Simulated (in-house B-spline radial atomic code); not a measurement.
## Neutral calcium: [Ar] 4s2

Method: Dirac-Kohn-Sham RPBE, spherical fractional occupations, Fermi nucleus of rms radius 3.4776 fm. Calculated with a B-spline radial code for spherical atoms.

Effective charges: Z_r = [3n² - l(l+1)]/(2<r>) from the radius, Z_e = n√(-2ε) from the energy, and Slater's rules. Values are occupation-weighted means over j.

```csv
shell,electrons,ε (eV),<r> (bohr),Z_r,Z_e,Slater
1s,2,-3949.6,0.07682,19.53,17.04,19.70
2s,2,-414.49,0.3639,16.49,11.04,15.85
2p,6,-334.64,0.3276,15.26,9.92,15.85
3s,2,-47.195,1.155,11.68,5.59,8.75
3p,6,-28.055,1.27,9.85,4.31,8.75
4s,2,-3.734,4.059,5.91,2.10,2.85
```

The least bound orbital is 4s1/2 at -3.734 eV, and it is also the most diffuse (<r> = 4.059 bohr).

Spin-orbit splittings of the orbital energies (j = l + 1/2 above j = l - 1/2 when positive): 2p 3.686 eV, 3p 0.3817 eV.

For the 1s electron the small component carries 0.511 % of the norm, the zero-frequency Breit interaction raises the level by 3.606 eV, self-energy by 1.671 eV, and vacuum polarisation lowers it by 0.1235 eV.
